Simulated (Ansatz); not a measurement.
The same path of a periodic cell of 31 atoms, Al$_{30}$Ga (host Al, host structure fcc, dopant Ga, one Al atom removed) was run twice with different band settings.

All numbers below come from DFT PBE, scalar-relativistic, plane waves, PAW in Ansatz 0.2.0. Settings: PAW set soft_1, cutoff 420 eV, k mesh 3x3x3, gaussian smearing 0.05 eV, no spin polarisation.

Relaxed end points:

```xyz
31
Lattice="8.1000 0.0000 0.0000 0.0000 8.1000 0.0000 0.0000 0.0000 8.1000" Properties=species:S:1:pos:R:3
Al 4.058 -0.002 0.009
Al 6.076 2.014 0.011
Al 6.078 -0.004 2.029
Al -0.006 -0.011 0.014
Al 2.015 2.030 0.004
Al 4.046 4.059 0.004
Al 6.085 6.082 0.014
Al 2.023 -0.013 2.031
Al 4.060 2.014 2.029
Al 6.087 4.051 2.029
Al 4.059 -0.002 4.049
Al 6.075 2.014 4.049
Al 6.073 0.002 6.079
Al 0.022 4.046 -0.011
Al 2.027 6.050 -0.010
Al -0.018 2.012 2.030
Al 2.024 4.049 2.029
Al 4.061 6.091 2.028
Al -0.007 -0.010 4.045
Al 2.014 2.030 4.055
Al 4.044 4.059 4.053
Al 6.084 6.082 4.043
Al 2.018 -0.013 6.079
Ga 3.984 2.089 6.079
Al 6.084 4.054 6.079
Al -0.003 6.075 2.028
Al 0.022 4.047 4.069
Al 2.025 6.050 4.069
Al 0.010 2.035 6.079
Al 4.039 6.063 6.079
Al 0.014 6.057 6.079
```

```xyz
31
Lattice="8.1000 0.0000 0.0000 0.0000 8.1000 0.0000 0.0000 0.0000 8.1000" Properties=species:S:1:pos:R:3
Al 4.050 0.021 -0.014
Al 6.054 2.025 -0.014
Al 6.079 -0.004 2.025
Al -0.008 -0.009 0.010
Al 2.035 2.015 -0.004
Al 4.060 4.040 -0.004
Al 6.084 6.083 0.010
Al 2.014 -0.013 2.025
Al 4.053 2.022 2.025
Al 6.088 4.061 2.025
Al 4.050 0.021 4.064
Al 6.054 2.025 4.064
Al 6.057 0.018 6.075
Al -0.003 4.058 0.009
Al 2.017 6.078 0.009
Al -0.009 2.022 2.025
Al 2.016 4.059 2.025
Al 4.053 6.084 2.025
Al -0.008 -0.009 4.040
Al 2.035 2.015 4.054
Al 4.060 4.040 4.054
Al 6.084 6.083 4.040
Al 2.038 0.010 6.075
Ga 2.075 4.000 6.075
Al 6.065 4.037 6.075
Al -0.002 6.077 2.025
Al -0.003 4.058 4.041
Al 2.017 6.078 4.041
Al -0.009 2.017 6.075
Al 4.058 6.084 6.075
Al -0.003 6.078 6.075
```

Common settings: optimiser quadratic models (default); end points relaxed.

| run | movable images | climbing image | spring | start path | force threshold | iteration limit |
| --- | --- | --- | --- | --- | --- | --- |
| 1 | 5 | yes | 10.0 eV/Å² | IDPP | 0.03 eV/Å | 38 |
| 2 | 4 | from the first iteration | 5.0 eV/Å² | default | 0.05 eV/Å | 50 |

Problem. What does each run give, and how far can it be trusted?

Solution. Run 1: converged after 6 iterations, highest image 0.449 eV above the first end. By the program's own check the climbing image is a first-order saddle point (lowest curvatures found: -1.22 and 0.56 eV/Å²).
Run 2: converged after 4 iterations, highest image 0.449 eV above the first end. The order of the stationary point at the top wasn't checked.
Limits of this set-up: coarse k mesh.
